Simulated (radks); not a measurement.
Task: These are the eigenvalues of the occupied orbitals of an atom or ion with whole-number occupations (eV). Method: Dirac Kohn-Sham, PBE, spin-unpolarised, spherical densities, finite nucleus; Fermi nuclear charge, rms radius of each element as measured or else 0.836 A^(1/3) + 0.57 fm; computed with a radial shooting solver on a logarithmic mesh with Libxc functionals.

1s1/2: -2432.098
2s1/2: -237.3575
2p1/2: -183.0730
2p3/2: -181.8064
3s1/2: -39.3680
3p1/2: -28.0319

Which element is it, and in what charge state? The configuration may be excited. Open shells, if any, fill j = l - 1/2 first.

Result: Z = 16, sulfur, charge +2: S2+ in [Ne] 3s2 3p2. The list shows which subshells hold electrons but not how many an open one holds; the 1s level, -89.378 hartree, gives Z - s = 13.4 by -(Z - s)^2/2, which with screening and relativity narrows Z to a few neighbours, and the depths of the outer levels then fix element, charge and occupations together.
